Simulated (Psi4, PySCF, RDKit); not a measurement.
Internal rotation in SMILES O(C)c1cc(-c2sccc2)ccc1 (C₁₁H₁₀OS). Scanned: dihedral C6–C7–C8–S12; all other coordinates were relaxed at GFN2-xTB. Points at φ and −φ are mirror images.

Atom numbering (GFN2-xTB optimised geometry, Å):
```
23

C      2.6268     2.4363     0.7755
O      3.0287     1.1035     0.5720
C      2.0796     0.1763     0.2667
C      2.5423    -1.1270     0.0723
C      1.6518    -2.1327    -0.2410
C      0.2999    -1.8689    -0.3661
C     -0.1788    -0.5730    -0.1748
C     -1.5905    -0.2692    -0.2995
C     -2.6332    -1.1080    -0.5899
C     -3.8842    -0.4614    -0.6301
C     -3.7949     0.8679    -0.3708
S     -2.1778     1.3570    -0.0718
C      0.7254     0.4438     0.1422
H      2.1618     2.8580    -0.1215
H      1.9338     2.5237     1.6186
H      3.5387     2.9872     1.0007
H      3.5983    -1.3196     0.1726
H      2.0154    -3.1384    -0.3906
H     -0.3793    -2.6687    -0.6122
H     -2.5186    -2.1610    -0.7710
H     -4.8096    -0.9664    -0.8432
H     -4.5786     1.5983    -0.3354
H      0.3428     1.4423     0.2879
```

RHF/6-31G* = restricted Hartree-Fock/6-31G*, spherical d, density fitting // GFN2-xTB in PySCF; RHF/STO-3G = restricted Hartree-Fock/STO-3G // GFN2-xTB (PySCF 2.14.0); PBE/def2-SVP // GFN2-xTB (Psi4); MMFF94 // GFN2-xTB (RDKit); RKS-B3LYP/6-31G* = restricted B3LYP/6-31G*, spherical d, density fitting // GFN2-xTB run with PySCF; PBE-D3(BJ)/def2-SVP // GFN2-xTB (Psi4).

Energies in kJ/mol, each method relative to its own lowest point.

```
φ / °  RHF/6-31G*  RHF/STO-3G  PBE/def2-SVP  MMFF94  RKS-B3LYP/6-31G*  PBE-D3(BJ)/def2-SVP
-----  ----------  ----------  ------------  ------  ----------------  -------------------
-165          3.9         0.3           0.0     7.6               1.0                  0.0
-150          0.9         0.6           0.3     3.1               0.0                  0.4
-135          0.0         3.0           3.0     0.4               1.4                  3.2
-120          1.5         7.1           7.8     0.1               5.2                  8.3
-105          3.9        10.6          13.1     1.0               9.6                 13.8
-90           5.1        11.9          15.5     1.6              11.7                 16.4
-75           3.9        10.5          13.2     1.0               9.6                 14.0
-60           1.5         6.8           8.1     0.0               5.2                  8.6
-45           0.0         2.7           3.2     0.1               1.5                  3.6
-30           1.0         0.3           0.7     3.0               0.2                  0.9
-15           4.1         0.0           0.4     7.5               1.2                  0.5
0             6.1         0.4           0.7    10.0               2.3                  0.9
15            4.1         0.0           0.4     7.5               1.2                  0.5
30            1.0         0.3           0.7     3.0               0.2                  0.9
45            0.0         2.7           3.2     0.1               1.5                  3.6
60            1.5         6.8           8.1     0.0               5.2                  8.6
75            3.9        10.5          13.2     1.0               9.6                 14.0
90            5.1        11.9          15.5     1.6              11.7                 16.4
105           3.9        10.6          13.1     1.0               9.6                 13.8
120           1.5         7.1           7.8     0.1               5.2                  8.3
135           0.0         3.0           3.0     0.4               1.4                  3.2
150           0.9         0.6           0.3     3.1               0.0                  0.4
165           3.9         0.3           0.0     7.6               1.0                  0.0
180           5.8         0.6           0.4    10.0               2.0                  0.3
```

Root-mean-square difference from the PBE-D3(BJ)/def2-SVP profile, itself a level with limits, after the best constant shift (kJ/mol): RHF/6-31G* 5.6, RHF/STO-3G 1.5, PBE/def2-SVP 0.3, MMFF94 8.3, RKS-B3LYP/6-31G* 2.1.
